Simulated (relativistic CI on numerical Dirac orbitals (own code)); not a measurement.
Ligand-field terms of d8

Computed with a parametric ligand-field model of a d^n configuration (Racah B and C, spin-orbit zeta, crystal field), exact diagonalisation.

Field parameters in Wybourne normalisation: Oh B⁴₀ = 21Dq, B⁴₄ = √(5/14) B⁴₀. The field is a parameter set, without covalency.

(1) Ground term and bands for B = 620, C = 3220, ζ = 0 cm⁻¹, Oh, 10Dq = 22940 cm⁻¹?

(2) Ground term and bands for B = 620, C = 3220, ζ = 0 cm⁻¹, Oh, 10Dq = 8060 cm⁻¹?

(3) Ground term and bands for B = 620, C = 3220, ζ = 0 cm⁻¹, Oh, 10Dq = 6820 cm⁻¹?

(4) Ground term and bands for B = 620, C = 3220, ζ = 0 cm⁻¹, Oh, 10Dq = 1860 cm⁻¹?

(5) Ground term and bands for B = 620, C = 3220, ζ = 0 cm⁻¹, Oh, 10Dq = 29140 cm⁻¹?

Results:

(1) Ground term 3A2 with 2.00 electrons in the two orbitals of the cubic e set. Spin-allowed: 3T2 22940 cm⁻¹ (436 nm), 3T1 29616 cm⁻¹ (338 nm), 3T1 48504 cm⁻¹ (206 nm). Lowest spin-forbidden: 1E 11301 cm⁻¹ (885 nm), 1A1 20531 cm⁻¹ (487 nm), 1T2 34146 cm⁻¹ (293 nm). With an A2 ground term the first spin-allowed band lies at |10Dq| itself.

(2) Ground term 3A2 with 2.00 electrons in the two orbitals of the cubic e set. Spin-allowed: 3T2 8060 cm⁻¹ (1241 nm), 3T1 12819 cm⁻¹ (780 nm), 3T1 20661 cm⁻¹ (484 nm). Lowest spin-forbidden: 1E 11129 cm⁻¹ (899 nm), 1A1 18082 cm⁻¹ (553 nm), 1T2 18958 cm⁻¹ (527 nm). With an A2 ground term the first spin-allowed band lies at |10Dq| itself.

(3) Ground term 3A2 with 2.00 electrons in the two orbitals of the cubic e set. Spin-allowed: 3T2 6820 cm⁻¹ (1466 nm), 3T1 11109 cm⁻¹ (900 nm), 3T1 18651 cm⁻¹ (536 nm). Lowest spin-forbidden: 1E 11084 cm⁻¹ (902 nm), 1T2 17645 cm⁻¹ (567 nm), 1A1 17664 cm⁻¹ (566 nm). With an A2 ground term the first spin-allowed band lies at |10Dq| itself.

(4) Ground term 3A2 with 2.00 electrons in the two orbitals of the cubic e set. Spin-allowed: 3T2 1860 cm⁻¹, 3T1 3281 cm⁻¹ (3048 nm), 3T1 11599 cm⁻¹ (862 nm). Lowest spin-forbidden: 1E 10517 cm⁻¹ (951 nm), 1T2 12020 cm⁻¹ (832 nm), 1A1 15225 cm⁻¹ (657 nm). With an A2 ground term the first spin-allowed band lies at |10Dq| itself.

(5) Ground term 3A2 with 2.00 electrons in the two orbitals of the cubic e set. Spin-allowed: 3T2 29140 cm⁻¹ (343 nm), 3T1 36007 cm⁻¹ (278 nm), 3T1 60713 cm⁻¹ (165 nm). Lowest spin-forbidden: 1E 11322 cm⁻¹ (883 nm), 1A1 20952 cm⁻¹ (477 nm), 1T2 40386 cm⁻¹ (248 nm). With an A2 ground term the first spin-allowed band lies at |10Dq| itself.
